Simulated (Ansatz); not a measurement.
`C[O][Sn]([CH3])([SH])[Cl]` at its PBE0-D4/def2-TZVP geometry, where that method's forces vanish. Charge 0, multiplicity 1. Sn takes the def2 core potential.

```xyz
13

C     1.4542    0.4921   -1.5402
O     1.3709    0.0582   -0.2019
Sn   -0.3028    0.1984    0.7970
C    -1.7939   -1.1945    0.2193
S     0.4050    0.0371    3.0589
Cl   -1.1057    2.3382    0.2997
H     2.4998    0.4183   -1.8508
H     1.1340    1.5333   -1.6619
H     0.8571   -0.1332   -2.2173
H    -1.4122   -2.2051    0.3580
H    -2.0417   -1.0254   -0.8279
H    -2.6801   -1.0418    0.8339
H     1.6156    0.5245    2.7331
```

Problem. What forces (eV/Å) does PBE-D4/def2-TZVPP give on these atoms in the Gaussian-basis code of Ansatz? (Best estimate.)

Solution. Computed: 
```
C1  -0.039  0.081 -0.226
O2   0.537 -0.228  0.212
Sn3 -0.266 -0.039  0.155
C4  -0.105 -0.105 -0.026
S5  -0.126 -0.133  0.391
Cl6 -0.141  0.350 -0.086
H7   0.228 -0.015 -0.067
H8  -0.062  0.228 -0.054
H9  -0.121 -0.122 -0.176
H10  0.077 -0.185  0.029
H11 -0.039  0.041 -0.195
H12 -0.163  0.033  0.117
H13  0.221  0.094 -0.072
```
